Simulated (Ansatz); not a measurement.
```yaml
crystal:
  periodic: [false, false, false]
  atoms:
    - {symbol: Sr, position_ang: [1.542014, -0.428820, -1.811739]}
    - {symbol: Sr, position_ang: [-1.390200, -0.504962, -0.047036]}
    - {symbol: Sr, position_ang: [0.554477, 1.045813, 2.040264]}
    - {symbol: O, position_ang: [-1.368447, 0.821722, 1.489999]}
    - {symbol: O, position_ang: [1.028872, -0.337867, 0.352782]}
    - {symbol: O, position_ang: [-0.373218, -0.757360, -2.183712]}
basis:
  gaussian: {orbitals: def2-TZVPD}
hamiltonian: {xc: {name: PBE0}, dispersion: d3bj}
scf: {lower_state_search: full}
output: {forces: true}
```

```sh
$ ansatz run in.yaml --threads 4 --pin off --events-out ev --progress --plain --max-ram 3916MiB
```

Shortened log:

```
Functional definition: PBE0
1518 factors; their error is unknown
mean field evaluation 1: about -8609.9796 eV, gradient 1.4e2 eV
mean field evaluation 2: about -7803.3792 eV, gradient 3.5e2 eV
mean field evaluation 4: about -8644.4484 eV, gradient 4.7e1 eV
mean field evaluation 8: about -8648.7150 eV, gradient 1.3e0 eV
mean field evaluation 16: about -8648.7489 eV, gradient 2.4e-4 eV
mean field evaluation 32: about -8560.0650 eV, gradient 1.5e2 eV
mean field evaluation 64: about -8622.0787 eV, gradient 2.1e1 eV
mean field evaluation 96: about -8643.1343 eV, gradient 5.4e1 eV
mean field evaluation 128: about -8648.7489 eV, gradient 3.3e-4 eV
mean field evaluation 160: about -8648.7182 eV, gradient 3.3e-1 eV
mean field -8648.74890207 eV, -317.8356598186 hartree, gradient 7.6e-5 eV, S^2 0.000000; 4 other end points of the search recorded, 0 dependent functions left out
reference -8648.74894690 eV, -317.8356614660 hartree; 27, 27 occupied and 192, 192 virtual orbitals, 1518 factors
Total energy: -8648.91501064 eV, -317.8417641957 hartree
Atom 0 at     1.542014    -0.428820    -1.811739 Å, force     1.549157     0.057697     0.136173 eV/Å
Atom 1 at    -1.390200    -0.504962    -0.047036 Å, force     0.100533    -2.475078    -2.888391 eV/Å
Atom 2 at     0.554477     1.045813     2.040264 Å, force     1.728765     0.123477     0.392561 eV/Å
Atom 3 at    -1.368447     0.821722     1.489999 Å, force    -1.512400     1.984593     1.985525 eV/Å
Atom 4 at     1.028872    -0.337867     0.352782 Å, force    -0.007095     0.351890     0.665315 eV/Å
Atom 5 at    -0.373218    -0.757360    -2.183712 Å, force    -1.858961    -0.042578    -0.291182 eV/Å
Dipole moment:     1.241753     0.372652     0.721217 e Å
```

Run time 22 s (4 threads of Arm Neoverse V2 on a shared host), peak host memory 0.89 GiB.

In the def2 sets Sr takes a core potential; there is no spin–orbit coupling.
